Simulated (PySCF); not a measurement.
Radial density of Br (bromine, neutral)

UHF, [Ar] 3d10 4s1 4p5 5s1, high-spin 4P determinant (an excited configuration). All numbers are calculated (PySCF 2.14, a scalar-relativistic core potential, in aug-cc-pwCVTZ-PP with ECP10MDF). This is the valence pseudo-density: the core potential removes the inner electrons and smooths the orbitals near the nucleus.

```json
{"r (bohr)": "0.000576", "4πr²ρ (e/bohr)": "2.133e-05", "4πr²(ρα − ρβ)": "0.0000"}
{"r (bohr)": "0.000968", "4πr²ρ (e/bohr)": "6.019e-05", "4πr²(ρα − ρβ)": "0.0000"}
{"r (bohr)": "0.00163", "4πr²ρ (e/bohr)": "0.0001691", "4πr²(ρα − ρβ)": "0.0000"}
{"r (bohr)": "0.00274", "4πr²ρ (e/bohr)": "0.0004688", "4πr²(ρα − ρβ)": "0.0000"}
{"r (bohr)": "0.00461", "4πr²ρ (e/bohr)": "0.001256", "4πr²(ρα − ρβ)": "0.0001"}
{"r (bohr)": "0.00775", "4πr²ρ (e/bohr)": "0.003113", "4πr²(ρα − ρβ)": "0.0003"}
{"r (bohr)": "0.0130", "4πr²ρ (e/bohr)": "0.006794", "4πr²(ρα − ρβ)": "0.0007"}
{"r (bohr)": "0.0219", "4πr²ρ (e/bohr)": "0.01336", "4πr²(ρα − ρβ)": "0.0013"}
{"r (bohr)": "0.0369", "4πr²ρ (e/bohr)": "0.02591", "4πr²(ρα − ρβ)": "0.0019"}
{"r (bohr)": "0.0620", "4πr²ρ (e/bohr)": "0.1057", "4πr²(ρα − ρβ)": "0.0025"}
{"r (bohr)": "0.104", "4πr²ρ (e/bohr)": "0.8488", "4πr²(ρα − ρβ)": "0.0037"}
{"r (bohr)": "0.176", "4πr²ρ (e/bohr)": "5.461", "4πr²(ρα − ρβ)": "0.0223"}
{"r (bohr)": "0.295", "4πr²ρ (e/bohr)": "21.62", "4πr²(ρα − ρβ)": "0.2129"}
{"r (bohr)": "0.497", "4πr²ρ (e/bohr)": "34.09", "4πr²(ρα − ρβ)": "0.2227"}
{"r (bohr)": "0.835", "4πr²ρ (e/bohr)": "11.96", "4πr²(ρα − ρβ)": "0.2147"}
{"r (bohr)": "1.41", "4πr²ρ (e/bohr)": "4.387", "4πr²(ρα − ρβ)": "1.5821"}
{"r (bohr)": "2.36", "4πr²ρ (e/bohr)": "2.121", "4πr²(ρα − ρβ)": "0.5849"}
{"r (bohr)": "3.98", "4πr²ρ (e/bohr)": "0.4303", "4πr²(ρα − ρβ)": "0.2525"}
{"r (bohr)": "6.69", "4πr²ρ (e/bohr)": "0.1181", "4πr²(ρα − ρβ)": "0.1164"}
{"r (bohr)": "11.2", "4πr²ρ (e/bohr)": "0.0002477", "4πr²(ρα − ρβ)": "0.0002"}
```

Energies and moments cover only the electrons outside the core potential. The outer electron is Rydberg-like, and this basis confines it to a smaller radius and binds it less than a complete one would.
